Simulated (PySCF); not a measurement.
Isomers of C8H10Si, one conformer each; single-point electronic energies without zero-point terms and without any empirical dispersion term.

Computed with PySCF at PBE0/pcSseg-1, non-relativistic, each on one gas-phase PBE0-D3(BJ)/def2-SVP geometry that isn't relaxed in the solvent. The solvent is an IEF-PCM continuum (cavity from Bondi-type radii × 1.2). Specific hydrogen bonds and non-electrostatic terms are outside this model.

| isomer | relative energy, gas (kcal/mol) | dipole (D) |
| --- | --- | --- |
| `CC#CC1=C[Si@@H](C)C=C1` | 0.0 | 1.01 |
| `C#C[Si]1(C=C)CC=CC1` | 2.7 | 0.45 |
| `C(#CC#C/C=C\C[SiH3])C` | 38.8 | 0.88 |
| `CC#CC#C/C=C/C[SiH3]` | 39.5 | 0.43 |
| `C#C[SiH2]C#CC1CCC1` | 40.2 | 1.84 |

Q: How do the relative energies look in acetone (ε = 20.49)?

A: 
```
                  isomer  relative energy, solvent (kcal/mol)  E(solvent) − E(gas) (kcal/mol)  dipole in solvent (D)
`CC#CC1=C[Si@@H](C)C=C1`                                  0.0                            -3.9                   1.18
   `C#C[Si]1(C=C)CC=CC1`                                  2.6                            -4.0                   0.52
 `C(#CC#C/C=C\C[SiH3])C`                                 38.1                            -4.6                   1.14
   `CC#CC#C/C=C/C[SiH3]`                                 38.3                            -5.0                   0.71
    `C#C[SiH2]C#CC1CCC1`                                 39.7                            -4.4                   2.29
```

The order is unchanged. Conformers: `[CH:1]#[C:2][Si:3]1([CH:4]=[CH2:5])[CH2:6][CH:7]=[CH:8][CH2:9]1` with C2–Si3–C4–C5 -1°; `[CH3:1][C:2]#[C:3][C:4]#[C:5]/[CH:6]=[CH:7]\[CH2:8][SiH3:9]` with C6–C7–C8–Si9 93°; `[CH3:1][C:2]#[C:3][C:4]#[C:5]/[CH:6]=[CH:7]/[CH2:8][SiH3:9]` with C6–C7–C8–Si9 -103°; `[CH:1]#[C:2][SiH2:3][C:4]#[C:5][CH:6]1[CH2:7][CH2:8][CH2:9]1` with C5–C6–C7–C8 -142°, C6–C7–C8–C9 19°, C7–C8–C9–C6 -19°, C5–C6–C9–C8 142°. `CC#CC#C/C=C/C[SiH3]` gains most from the continuum, while `C#C[SiH2]C#CC1CCC1` has the largest gas-phase dipole. The gains span 1.1 kcal/mol, the gas-phase energies 40.2 kcal/mol.
